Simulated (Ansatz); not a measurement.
Reaction (formal exchange of groups at the Se–Ga bond): `[CH3][GaH][Se]C` + `C=NCO` → `C[Se]CO` + `C=[N][GaH][CH3]`

Isolated molecules relaxed with PBE0-D4/def2-TZVP in Ansatz; ΔE leaves out vibrations. CCSD(T)/CBS is the MP2 limit (def2-TZVPP, def2-QZVPP) plus CCSD(T) − MP2 in def2-TZVPP, frozen cores. DFT in def2-TZVPP. For Ga, Se outer-core shells are correlated without core-valence functions, which leaves a few kJ/mol of doubt a bond. Scalar relativity is left out up to krypton. Each species was taken in one conformer, which may not be the lowest.

Is it downhill or uphill in electronic energy at CCSD(T)/CBS, and by how much? (An estimate is asked.)

The calculation gave: Uphill: ΔE = +0.83 eV.

What do these levels give: r2SCAN, MP2/def2-TZVPP, SCS-MP2/def2-TZVPP, CCSD/def2-TZVPP, HF/def2-QZVPP, MP2/def2-QZVPP? (Estimate.)

Computed: r2SCAN 0.80, MP2/def2-TZVPP 0.80, SCS-MP2/def2-TZVPP 0.80, CCSD/def2-TZVPP 0.85, HF/def2-QZVPP 0.95, MP2/def2-QZVPP 0.81 eV.

Largest T1 diagnostic among the species: 0.015.

From PBE to PBE0 (25 % exact exchange), in def2-TZVPP and without D4, ΔE moves by +0.09 eV. In def2-TZVPP, CCSD(T) changes the Hartree–Fock value by −0.14 eV (the triples alone add −0.02 eV) and MP2 by −0.16 eV.
